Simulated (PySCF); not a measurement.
CH6SSi. Atoms are numbered in the order given.

```xyz
9

Si    -0.2262     1.3601     0.0000
S      0.7458    -0.5572     0.0000
C     -0.7334    -1.6500     0.0000
H      0.8629     2.3740     0.0000
H     -1.0878     1.5350     1.2072
H     -1.0878     1.5350    -1.2072
H     -1.3459    -1.4932    -0.8998
H     -0.3610    -2.6833     0.0000
H     -1.3459    -1.4932     0.8998
```

Geometry optimised at B3LYP-D3(BJ)/def2-SVP.

Level of theory: PySCF with PBE0/def2-TZVPD.

Computed frontier levels, gap, dipole moment and polarisability:
```json
{
  "highest_occupied_level": "-6.97 eV",
  "lowest_empty_level": "-0.18 eV",
  "orbital_gap": "6.79 eV",
  "dipole_moment": "1.46 D",
  "quadrupole, principal values (traceless, Buckingham form, about the centre of nuclear charge)": "-2.63, -2.43, 5.06 D·Å",
  "mean_static_polarisability": "64.9 bohr³ (9.62 Å³)",
  "polarisability_principal_values": "55.0, 62.4, 77.4 bohr³"
}
```
